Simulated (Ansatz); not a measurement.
C$_{3}$H$_{8}$AlF, SMILES `CC[CH](F)[AlH2]`. Charge 0, multiplicity 1.

Z-matrix (Å, degrees):
```
C
C 1 1.521
H 1 1.091 2 110.7
H 1 1.092 2 111.3 3 -120.2
H 1 1.094 2 110.8 3 119.6
C 2 1.519 1 113.5 3 -58.4
H 2 1.097 1 110.0 3 -179.1
H 2 1.097 1 109.5 3 64.4
Al 6 1.989 2 114.5 1 -177.4
F 6 1.411 2 108.9 1 59.6
H 6 1.101 2 107.9 1 -54.6
H 9 1.584 6 120.9 2 -114.2
H 9 1.590 6 117.7 2 65.0
```

Give the diagnostics of a CCSD(T)/def2-TZVPP run (frozen core, Ansatz 0.2.0). (An estimate is asked.)

The calculation gave: T1 = 0.0106, largest single amplitude 0.009, largest double 0.031, (T) share of the correlation energy 3.4 %, 9 CCSD cycles. The RHF solution is stable towards an unrestricted one. T1 lies under the customary mark of 0.02 for closed shells.
